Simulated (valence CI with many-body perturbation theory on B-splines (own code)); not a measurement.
**Questions on Mn¹⁹⁺**

Method: valence CI with perturbative core correlation (CI+MBPT): four valence electrons over a frozen Dirac-Fock core [He], radial functions for each j: 11 s, 11 p, 10 d, 8 f, 5 g, 2 h, with the one-electron correlation potential Σ1 (screened to all orders), the two-electron term Σ2, the three-electron term Σ3, Breit, model QED; selected single and double excitations, second order for the rest, scaled by the run's own slope (own B-spline code, finite nucleus).

No measured spectrum was set against this ion. As an estimate, levels of excited configurations hold to 0.05 to 0.15 % of their energy, terms of the ground configuration to about 0.5 %. Among the levels kept, up to 1000 cm⁻¹ of a level comes from second order outside the variational space, and about a tenth of that is noise between levels of different J, which matters for small intervals.

Rates and lifetimes use the calculated energies. Strong lines usually hold to 10 to 20 %, long lifetimes can be off by a factor of two.

**Question.** What is the ground level?

**Answer.** 2s2 2p2 3P_0, composition 91 % 2s2 2p2 3P + 8 % 2s2 2p2 1S.

**Question.** How is the term 3P of the ground level split?

**Answer.** J = 0 at 0.0, J = 1 at 7.4, J = 2 at 12.3 eV.

**Question.** Name the longest-lived excited levels whose lifetime is computed, and their main decay.

**Answer.** 2s2 2p2 3P_2 at 12.3 eV lives 1.54 ms, mostly by M1 to 2s2 2p2 3P_1; 2s2 2p2 3P_1 at 7.4 eV lives 284 μs, mostly by M1 to 2s2 2p2 3P_0; 2s2 2p2 1D_2 at 26.4 eV lives 51.9 μs, mostly by M1 to 2s2 2p2 3P_1.

**Question.** Where does the other parity begin?

**Answer.** At 2s 2p3 5S°_2, 54.9 eV.

**Question.** How well does LS coupling describe the low levels?

**Answer.** Among the lowest 20 levels the leading LS term, summed over configurations, holds 90 % on average. For single configurations the figures are 89 % in LS and 76 % in jj coupling. Terms mix most in the J = 2 level at 108.0 eV, where the leading one holds 77 %.
